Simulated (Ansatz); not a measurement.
Geometry optimisation, RKS PBE-D4/def2-SVP (Ansatz 0.2.0).

The input (input.yaml):

```yaml
crystal:
  periodic: [false, false, false]
  atoms:
    - { symbol: O, position_ang: [0.015, 0.9805, 0.4749] }
    - { symbol: Ga, position_ang: [-0.2593, -0.2699, -0.1597] }
    - { symbol: Cl, position_ang: [-1.97365, 0.60528, -1.21261] }
    - { symbol: Cl, position_ang: [0.22708, -1.74993, -0.62797] }
    - { symbol: H, position_ang: [0.138, 1.6723, -0.2786] }
basis:
  gaussian: { orbitals: def2-SVP }
hamiltonian:
  xc: pbe
  dispersion: d4
relax:
  f_tol: 0.015
  max_steps: 40
```

Launched with:

```bash
$ ansatz run input.yaml --threads 1 --pin off --max-ram 2048MiB --backend cpu --events-out ev --progress --plain --runs-dir out
```

Question: Where does it end, and by what steps?

Answer: The run converged. After 8 steps the energy has fallen by 8.894 eV; H5 moved furthest, 0.65 Å. The start is strongly strained (largest force component 25 eV/Å).

```
step  energy less start (eV)  largest force component (eV/Å)  accepted
   0                  0.0000                          25.346       yes
   1                 -6.1067                           9.681       yes
   2                 -8.2479                           2.436       yes
   3                 -8.6755                           1.519       yes
   4                 -8.8331                           0.796       yes
   5                 -8.8862                           0.270       yes
   6                 -8.8913                           0.078       yes
   7                 -8.8938                           0.021       yes
   8                 -8.8939                           0.002       yes
```

```xyz
5
Properties=species:S:1:pos:R:3
O 0.527 1.113 0.354
Ga -0.451 -0.123 -0.487
Cl -2.293 0.395 -1.468
Cl 0.257 -2.138 -0.491
H 0.107 1.992 0.288
```

Run time: 29 s on 1 thread of Intel(R) Xeon(R) Processor @ 2.70GHz (shared host), peak memory 0.14 GiB.
